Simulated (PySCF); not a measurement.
## Potential energy of CuI along the bond

Set-up: basis Cu def2-TZVPP, I def2-TZVPP with ECP28; scalar-relativistic core potentials; PySCF 2.14. Energies in eV from Cu (3d10 4s1) + I in their ground configurations at the same level. State: ¹Σ⁺ (singlet), closed shell.

```json
{"R (Å)": "2.048", "PBE0": "-2.097", "TPSSh": "-2.192", "CAM-B3LYP": "-1.956"}
{"R (Å)": "2.143", "PBE0": "-2.594", "TPSSh": "-2.675", "CAM-B3LYP": "-2.462"}
{"R (Å)": "2.238", "PBE0": "-2.859", "TPSSh": "-2.928", "CAM-B3LYP": "-2.732"}
{"R (Å)": "2.310", "PBE0": "-2.950", "TPSSh": "-3.010", "CAM-B3LYP": "-2.825"}
{"R (Å)": "2.381", "PBE0": "-2.973", "TPSSh": "-3.027", "CAM-B3LYP": "-2.848"}
{"R (Å)": "2.452", "PBE0": "-2.946", "TPSSh": "-2.994", "CAM-B3LYP": "-2.821"}
{"R (Å)": "2.548", "PBE0": "-2.854", "TPSSh": "-2.897", "CAM-B3LYP": "-2.726"}
{"R (Å)": "2.667", "PBE0": "-2.681", "TPSSh": "-2.720", "CAM-B3LYP": "-2.547"}
{"R (Å)": "2.810", "PBE0": "-2.425", "TPSSh": "-2.464", "CAM-B3LYP": "-2.282"}
{"R (Å)": "3.000", "PBE0": "-2.056", "TPSSh": "-2.099", "CAM-B3LYP": "-1.897"}
```

Put a parabola through the three lowest points of the PBE0 curve and estimate Re, k and ωe (reduced mass 42.07 u; 1 eV/Å² = 0.16022 mdyn/Å; ωe = 1302.8·√(k/μ) cm⁻¹).

Through R = 2.31, 2.381, 2.452 Å the second-order coefficient is 4.96 eV/Å², so Re ≈ 2.378 Å, k ≈ 1.59 mdyn/Å and ωe ≈ 253 cm⁻¹. A polynomial fit of higher order to the unrounded PBE0 energies gives Re = 2.375 Å, k = 1.61 mdyn/Å, ωe = 255 cm⁻¹; anharmonicity and rounding make the difference.

The higher-order fit for each curve: PBE0: Re = 2.375 Å, ωe = 255 cm⁻¹, De = 2.97 eV; TPSSh: Re = 2.366 Å, ωe = 256 cm⁻¹, De = 3.03 eV; CAM-B3LYP: Re = 2.375 Å, ωe = 258 cm⁻¹, De = 2.85 eV.

Spin–orbit coupling is left out, which matters for elements this heavy, above all for dissociation energies.
